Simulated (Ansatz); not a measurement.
# Molecular dynamics of Ir12Cl

The input (input.yaml):

```yaml
crystal:
  lattice:
    - [5.43058, 0.0, 0.0]
    - [2.71529, 4.70302, 0.0]
    - [0.0, 0.0, 16.43405]
  atoms:
    - { symbol: Ir, position: [0.1666667, 0.1666667, 0.0608493] }
    - { symbol: Ir, position: [0.6666667, 0.1666667, 0.0608493] }
    - { symbol: Ir, position: [0.1666667, 0.6666667, 0.0608493] }
    - { symbol: Ir, position: [0.6666667, 0.6666667, 0.0608493] }
    - { symbol: Ir, position: [-0.1665994, 0.33317358, 0.19160978] }
    - { symbol: Ir, position: [0.33404601, 0.33187693, 0.19344687] }
    - { symbol: Ir, position: [-0.1677203, 0.83370862, 0.19339915] }
    - { symbol: Ir, position: [0.33397281, 0.83370105, 0.19339374] }
    - { symbol: Ir, position: [-0.00221675, 0.00431327, 0.32327634] }
    - { symbol: Ir, position: [0.5000533, -0.0001225, 0.32763584] }
    - { symbol: Ir, position: [-0.00163469, 0.49734071, 0.32324699] }
    - { symbol: Ir, position: [0.50429854, 0.49727858, 0.32325041] }
    - { symbol: Cl, position: [0.50381956, -0.00924007, 0.46873491] }
basis:
  ecutwfc: 420.0
kpoints:
  mp_grid: { grid: [3, 3, 1] }
hamiltonian:
  xc: pbe
  dispersion: d3bj
scf:
  occupations: { method: fermi_dirac, width: 0.05 }
  lower_state_search: "off"
md:
  timestep: 3.0
  n_steps: 300
  ensemble: nve
  temperature: 2400.0
  initial_velocities: maxwell_boltzmann
  seed: 457877
  constraints: [{ sites: [0, 1, 2, 3] }]
```

Launched with:

```bash
$ ansatz run input.yaml --threads 4 --pin off --max-ram 10240MiB --backend cpu --events-out ev --progress --plain --runs-dir out
```

It starts from a relaxed structure.

Output, in part (step lines):

```
md step     0: t =     0.00 fs  T =  2400.0 K  F+E_penalty+E_count = -144303.06486989 eV  E_kin = 2.792016 eV  conserved = -144300.27285391 eV  (12 SCF iters)
[... lines left out ...]
```

The steps, from the saved trajectory:

```json
{"time (fs)": "0", "T (K)": "2400", "potential energy less start (eV)": "0.000", "conserved less start (meV/atom)": "0.00"}
{"time (fs)": "30", "T (K)": "1180", "potential energy less start (eV)": "1.423", "conserved less start (meV/atom)": "0.27"}
{"time (fs)": "60", "T (K)": "1075", "potential energy less start (eV)": "1.544", "conserved less start (meV/atom)": "0.20"}
{"time (fs)": "90", "T (K)": "1716", "potential energy less start (eV)": "0.797", "conserved less start (meV/atom)": "0.09"}
{"time (fs)": "120", "T (K)": "1030", "potential energy less start (eV)": "1.597", "conserved less start (meV/atom)": "0.26"}
{"time (fs)": "150", "T (K)": "932", "potential energy less start (eV)": "1.710", "conserved less start (meV/atom)": "0.17"}
{"time (fs)": "180", "T (K)": "1074", "potential energy less start (eV)": "1.545", "conserved less start (meV/atom)": "0.21"}
{"time (fs)": "210", "T (K)": "1376", "potential energy less start (eV)": "1.193", "conserved less start (meV/atom)": "0.12"}
{"time (fs)": "240", "T (K)": "1030", "potential energy less start (eV)": "1.597", "conserved less start (meV/atom)": "0.28"}
{"time (fs)": "270", "T (K)": "1302", "potential energy less start (eV)": "1.279", "conserved less start (meV/atom)": "0.11"}
{"time (fs)": "300", "T (K)": "1105", "potential energy less start (eV)": "1.509", "conserved less start (meV/atom)": "0.20"}
{"time (fs)": "330", "T (K)": "1224", "potential energy less start (eV)": "1.370", "conserved less start (meV/atom)": "0.20"}
{"time (fs)": "360", "T (K)": "1537", "potential energy less start (eV)": "1.005", "conserved less start (meV/atom)": "0.09"}
{"time (fs)": "390", "T (K)": "1155", "potential energy less start (eV)": "1.450", "conserved less start (meV/atom)": "0.14"}
{"time (fs)": "420", "T (K)": "889", "potential energy less start (eV)": "1.761", "conserved less start (meV/atom)": "0.25"}
{"time (fs)": "450", "T (K)": "1739", "potential energy less start (eV)": "0.769", "conserved less start (meV/atom)": "0.06"}
{"time (fs)": "480", "T (K)": "1555", "potential energy less start (eV)": "0.985", "conserved less start (meV/atom)": "0.13"}
{"time (fs)": "510", "T (K)": "714", "potential energy less start (eV)": "1.965", "conserved less start (meV/atom)": "0.28"}
{"time (fs)": "540", "T (K)": "1315", "potential energy less start (eV)": "1.264", "conserved less start (meV/atom)": "0.11"}
{"time (fs)": "570", "T (K)": "1467", "potential energy less start (eV)": "1.087", "conserved less start (meV/atom)": "0.10"}
{"time (fs)": "600", "T (K)": "860", "potential energy less start (eV)": "1.795", "conserved less start (meV/atom)": "0.23"}
{"time (fs)": "630", "T (K)": "1080", "potential energy less start (eV)": "1.538", "conserved less start (meV/atom)": "0.22"}
{"time (fs)": "660", "T (K)": "1538", "potential energy less start (eV)": "1.004", "conserved less start (meV/atom)": "0.10"}
{"time (fs)": "690", "T (K)": "923", "potential energy less start (eV)": "1.721", "conserved less start (meV/atom)": "0.22"}
{"time (fs)": "720", "T (K)": "759", "potential energy less start (eV)": "1.912", "conserved less start (meV/atom)": "0.24"}
{"time (fs)": "750", "T (K)": "1241", "potential energy less start (eV)": "1.351", "conserved less start (meV/atom)": "0.14"}
{"time (fs)": "780", "T (K)": "1721", "potential energy less start (eV)": "0.791", "conserved less start (meV/atom)": "0.03"}
{"time (fs)": "810", "T (K)": "1336", "potential energy less start (eV)": "1.240", "conserved less start (meV/atom)": "0.20"}
{"time (fs)": "840", "T (K)": "1488", "potential energy less start (eV)": "1.062", "conserved less start (meV/atom)": "0.10"}
{"time (fs)": "870", "T (K)": "1167", "potential energy less start (eV)": "1.437", "conserved less start (meV/atom)": "0.15"}
{"time (fs)": "900", "T (K)": "989", "potential energy less start (eV)": "1.644", "conserved less start (meV/atom)": "0.21"}
```

The run went to its last step. The conserved energy stayed within 0.36 meV per atom of its start (net change 0.21 meV per atom), so the integration is sound. Over the second half the temperature averaged 0.51 of the 2400 K drawn at the start: a run that starts near a minimum puts about half its kinetic energy into the potential. A run of 0.9 ps of so small a system gives no equilibrium averages. Limits of this set-up: coarse k mesh, thin slab, slab without dipole correction, odd electron count without spin.

Mean squared displacements from the first frame to the last: Ir 0.02 Å², Cl 15.46 Å².

Last frame:

```xyz
13
Lattice="5.4306 0.0000 0.0000 2.7153 4.7030 0.0000 0.0000 0.0000 16.4340" Properties=species:S:1:pos:R:3
Ir 1.358 0.784 1.000
Ir 4.073 0.784 1.000
Ir 2.715 3.135 1.000
Ir 5.431 3.135 1.000
Ir -0.129 1.639 3.169
Ir 2.625 1.450 2.959
Ir 1.308 3.860 3.105
Ir 3.933 3.905 2.975
Ir 0.118 0.032 5.310
Ir 2.736 0.028 5.397
Ir 1.460 2.312 5.500
Ir 4.258 2.463 5.366
Cl 4.213 -3.663 7.377
```

Time of the run: 12 min on 4 threads of Intel(R) Xeon(R) 6975P-C (Granite Rapids), with other jobs on the host, peak memory 1.5 GiB.
